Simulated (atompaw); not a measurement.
## What one change does to a pseudopotential (I (Z = 53), PAW (atompaw))

| Property | Result |
| --- | --- |
| Element | iodine |
| Generator | atompaw 4.2.0.5 |
| Type | PAW |
| Functional | LDA (PW92) |
| Relativity | scalar-relativistic |
| Frozen core | [Kr] 4d10 |
| Valence charge | 7 |
| Reference configuration | 5s2 5p5 |
| Partial waves | 5s (bound): rc 1.45 bohr; 5s channel at 0.35 Ry: rc 1.50 bohr; 5p (bound): rc 1.50 bohr; 5p channel at 0.05 Ry: rc 1.50 bohr; 5d channel at 0.45 Ry: rc 1.40 bohr; 5d channel at 1.8 Ry: rc 1.40 bohr |
| Local potential | vpsmatchnc scheme with l = 3 at 1 Ry, radius 1.30 bohr |
| Core correction | smooth core density matched at 1.05 bohr |
| Augmentation charge | sinc compensation charge, radius 1.30 bohr; PAW radius 1.50 bohr; waves and projectors: custom polynom2 7 10 vanderbiltortho |

Change: all radii scaled by about 0.86 (s 1.24, p 1.28, d 1.20 bohr); local potential vpsmatchnc scheme with l = 3 at 1 Ry, radius 1.10 bohr; augmentation sinc compensation charge, radius 1.10 bohr; PAW radius 1.28 bohr; waves and projectors: custom polynom2 7 10 vanderbiltortho; core correction smooth core density matched at 0.90 bohr.

Cutoffs: the cutoffs (Ry, on a coarse ladder) from which the occupation-weighted sum of valence levels, in a spherical-Bessel basis at the reference potential, stays within 10 and 1 mRy of its value at 400 Ry; they do not see the model core or the augmentation charge, which bear on the density cutoff.

**Question.** What does the change do?

**Answer.** The potential gets harder (25 Ry and 140 Ry → 90 Ry and 300 Ry); both files keep a bound ghost (d, p, s). A smaller radius makes the pseudo-wave follow the all-electron one further in, where it bends more sharply, so more plane waves are needed.

| quantity | base | changed |
| --- | --- | --- |
| cutoff, loose | 25 Ry | 90 Ry |
| cutoff, tight | 140 Ry | 300 Ry |
| loose cutoff by channel (10 mRy a level) | s 18 Ry, p 21 Ry | s 21 Ry, p 25 Ry |
| bound ghosts | s, p, d | s, p, d |
| lowest overlap eigenvalue by channel | s 0.04, p 0.46, d 0.77 | s 0.10, p 0.58, d 0.69 |

 A true bound ghost makes a file unfit for plane-wave use even where its test errors are small: the radial tests pick states by their node count and pass the ghost by. The cutoffs see the waves, projectors and local potential, not the compensation charge or the core.
